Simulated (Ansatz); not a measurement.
C2H9BSSi can be A, `CCBS[SiH3]`, or B, `BC(C)[SiH2]S`.

Calculated with Ansatz (gas phase, PBE0-D4/def2-TZVP geometries, no zero-point term in ΔE). CBS: MP2 limit from def2 TZ/QZ plus the TZ coupled-cluster correction, frozen cores. Functionals use def2-TZVPP. Each species was taken in one conformer, which may not be the lowest.

A:

```xyz
14

C    -1.750   -1.516   -0.902
C    -0.827   -1.307    0.299
B     0.155   -0.104    0.144
S     0.489    0.986    1.527
Si    1.942    2.273    0.605
H    -2.357   -2.418   -0.789
H    -1.178   -1.611   -1.828
H    -2.435   -0.674   -1.026
H    -1.401   -1.256    1.229
H    -0.176   -2.191    0.403
H     0.717    0.094   -0.898
H     3.134    1.493    0.191
H     2.334    3.283    1.619
H     1.353    2.949   -0.576
```

B:

```xyz
14

B     1.5804   -0.5840   -0.1602
C     0.0676   -0.4920   -0.3680
C    -0.4769    0.0588   -1.6828
Si   -0.2301    0.7314    1.0754
S    -0.8035   -0.2271    2.8928
H     2.0303   -1.2289    0.7439
H     2.3254    0.0678   -0.8373
H    -0.4699   -1.3820   -0.0223
H     0.0514    0.9687   -1.9779
H    -0.3383   -0.6674   -2.4877
H    -1.5427    0.2963   -1.6317
H    -1.2515    1.7087    0.6178
H     1.0063    1.4745    1.4428
H    -1.9486   -0.7248    2.3951
```

Q: Which is lower in electronic energy at CCSD(T)/CBS, and by how much? (An estimate is asked.)

A: The calculation gave: A, by 81.4 kJ/mol.

Q: Give E(B) − E(A) in kJ/mol with BLYP-D4, CCSD(T)/def2-TZVPP, HF/def2-TZVPP, ωB97M-V, CCSD(T)/def2-SVP, CCSD/def2-TZVPP, B2PLYP. (An estimate is asked.)

A: Ansatz gave: BLYP-D4 82.9, CCSD(T)/def2-TZVPP 82.5, HF/def2-TZVPP 93.5, ωB97M-V 77.8, CCSD(T)/def2-SVP 97.1, CCSD/def2-TZVPP 83.1, B2PLYP 86.8. None reverses the order clearly.

Q: Does the order hold for the free energy at 298.15 K (harmonic terms from PBE0-D4)? (Best estimate.)

A: Computed: Yes: G(B) − G(A) = +77.4 kJ/mol, for one conformer each. Modes under 60 cm⁻¹, often nearly free rotors, make the harmonic entropy too high.

Largest T1 diagnostic: 0.012.

Leaving LDA and LC-ωPBE aside and taking each functional with its dispersion term where it has one, the values spread over 9.0 kJ/mol, from ωB97M-V to B2PLYP. LDA lies −6.1 kJ/mol from PBE without D4. In def2-TZVPP, CCSD(T) changes the Hartree–Fock value by −11.0 kJ/mol (the triples alone add −0.6 kJ/mol) and MP2 by −11.0 kJ/mol.
